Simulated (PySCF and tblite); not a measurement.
Values are calculated unless marked as measured or tabulated.
Stationary points of C₄H₄NOS (charge -1) at PBE0-D3(BJ)/def2-SVP, in Å:

Structure A

```
 1 C    -1.623   -0.630    0.081
 2 S    -0.971    0.381    1.419
 3 C     0.687    0.831    0.983
 4 C     1.542    0.596   -0.082
 5 O     2.723    1.006   -0.230
 6 C     1.055   -0.238   -1.217
 7 N     0.826   -0.863   -2.172
 8 H    -1.046   -1.554   -0.068
 9 H    -1.653   -0.091   -0.878
10 H    -2.649   -0.889    0.383
11 H     1.109    1.452    1.781
```

Structure B

```
 1 C    -1.877   -0.333    0.052
 2 S    -0.443   -0.578    1.158
 3 C     0.659    0.695    0.720
 4 C     1.647    0.557   -0.257
 5 O     2.515    1.363   -0.628
 6 C     1.644   -0.766   -0.979
 7 N     1.776   -1.703   -1.655
 8 H    -1.574   -0.456   -0.999
 9 H    -2.316    0.668    0.189
10 H    -2.635   -1.095    0.300
11 H     0.610    1.651    1.253
```

Level: PBE0/pcSseg-1 + D3(BJ) on PBE0-D3(BJ)/def2-SVP stationary points, with GFN2-xTB thermal terms.

Question: Which structure is a saddle point, and along which motion?

Answer: A: one imaginary mode (73i cm⁻¹ at GFN2-xTB, mostly on C1, S2, N7), along the rotation about the C3–S2 bond (torsion C4–C3–S2–C1 from -91° to 91°, rising).

Question: Give their symmetry and energies above the lowest.

Answer: A Cs, 10.2 kcal/mol; B C1, 0.0 kcal/mol.

The ion is treated without a counter-ion.
